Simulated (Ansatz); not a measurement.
The multiplicity is imposed and other spin states were not computed.

Species: [Ag(CO)(CN)] (charge 0, multiplicity 1).

Give a relaxed geometry from r2SCAN-D4/def2-SVP (Ansatz, a first-principles code).

the end point of this relaxation.
Cartesian coordinates (Å) in one orientation:
```xyz
5

Ag     0.026     0.011    -0.071
O      1.219     0.254    -2.956
C      0.788     0.166    -1.913
C     -0.741    -0.146     1.784
N     -1.187    -0.238     2.862
```
